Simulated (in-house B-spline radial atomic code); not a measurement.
Sr⁸⁺. Computed with a B-spline radial atomic code. Model: all-electron spherical atom, spin shells full or empty, radial basis limit, no spin-orbit coupling: exact exchange with a local potential (Slater, KLI or optimised effective potential, whose far tail is KLI's), no correlation.

The run also made RPA and GW results, which its time includes.

The Slater potential averages the orbital exchange potentials with the orbital densities as weights, KLI adds orbital constants, and the optimised effective potential minimises the exact-exchange energy among local potentials. So their energies lie above Hartree-Fock in the order OEP, KLI, Slater. All fall off as −1/r, unlike LDA and GGA exchange.

Command:
```bash
python run_gw.py task.json out
```
Settings (nuclear radius in fm, other lengths in bohr, energies in hartree):
```
Z                      38
electrons              30
configuration          [Ar] 3d10 4s2
hamiltonian            x2c
method                 kli
lmax                   9
rms_radius             4.224
spin_polarised         False
box_radius             7.7
intervals              97
ion_configuration      [Ar] 3d10 4s1
```

Run time, properties included: 11 s on 1 thread of Arm Neoverse V1 (shared host).

Given: hamiltonian one-electron scalar X2C; mean-field start exchange-only KLI.

Computed: energy above Hartree-Fock 12.14 millihartree.

```csv
radius (bohr),r times exchange potential (hartree bohr)
0.00132,-0.042903
0.00162,-0.052564
0.00199,-0.064407
0.00244,-0.078703
0.00301,-0.096593
0.0037,-0.1179
0.00454,-0.14327
0.00558,-0.17368
0.00687,?
0.00844,-0.25105
0.0104,-0.2983
0.0128,-0.34956
0.0157,-0.40192
0.0193,-0.45308
0.0237,-0.49688
0.0291,-0.52716
0.0358,-0.53843
0.044,-0.53242
0.0541,-0.53186
0.0666,-0.57916
0.0818,-0.68463
0.101,-0.81253
0.124,-0.90955
0.152,-0.94506
0.187,-0.9076
0.23,-0.86579
0.283,?
0.347,-1.1933
0.427,-1.363
0.525,-1.3978
0.645,-1.2808
0.793,-1.0613
0.975,-0.88823
1.2,-0.89237
1.47,-0.95438
1.81,-0.98807
2.23,-0.99789
```

(1) What belongs in the row 0.00687?

(2) What belongs in the row 0.283?

```csv
occupied,level (hartree),Hartree-Fock level (hartree)
1s,-589.89,-600.17
2s,-84.277,-87.915
2p,-75.474,-78.463
3s,?,?
3p,-14.441,-15.451
3d,-9.7098,-10.259
4s,-5.7421,-5.7436
```

(3) What belongs in the row 3s?

| empty | level (hartree) |
| --- | --- |
| 4p | -4.938 |
| 4d | -3.7157 |
| 5s | -2.9901 |
| 5p | ? |
| 4f | -2.6258 |

(4) What belongs in the row 5p?

Answers

(1) r times exchange potential (hartree bohr): -0.20977.

(2) r times exchange potential (hartree bohr): -0.97645.

(3) level (hartree): -17.301; Hartree-Fock level (hartree): -18.623.

(4) level (hartree): -2.6708.

The highest level, 4s, differs from Hartree-Fock by +0.04 eV and the deepest, 1s, by +280 eV: a local potential can match the highest level but can't give each shell its own exchange.
